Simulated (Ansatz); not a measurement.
`C=C[Si](C)(O)F` and `C=C[Si](O)(O)F` differ in one atom or group.

Ansatz, PBE0-D4/def2-TZVP geometries, multiplicity 1. Each molecule was computed in one conformer, which needn't be the lowest.

```csv
property,`C=C[Si](C)(O)F`
size of the dipole moment (B3LYP/def2-TZVPP) / D,1.61
HOMO–LUMO gap (B3LYP/def2-TZVPP) / eV,7.12
size of the dipole moment (PBE/def2-TZVPP) / D,1.52
HOMO–LUMO gap (PBE0/def2-TZVPP) / eV,7.58
LUMO energy (PBE0/def2-TZVPP) / eV,-0.62
HOMO–LUMO gap (PBE/def2-TZVPP) / eV,5.43
```

(1) Give the same properties after the change, and the shifts. (An estimate is asked.)

## Answers

(1) The calculation gave: 
| property | `C=C[Si](O)(O)F` | shift |
| --- | --- | --- |
| size of the dipole moment (B3LYP/def2-TZVPP) / D | 1.21 | -0.40 |
| HOMO–LUMO gap (B3LYP/def2-TZVPP) / eV | 7.22 | 0.10 |
| size of the dipole moment (PBE/def2-TZVPP) / D | 1.16 | -0.36 |
| HOMO–LUMO gap (PBE0/def2-TZVPP) / eV | 7.71 | 0.13 |
| LUMO energy (PBE0/def2-TZVPP) / eV | -0.58 | 0.04 |
| HOMO–LUMO gap (PBE/def2-TZVPP) / eV | 5.52 | 0.09 |

Dipoles are sizes alone; their direction can turn.

B3LYP here is the variant with VWN-RPA as its local correlation; programs differ in this.
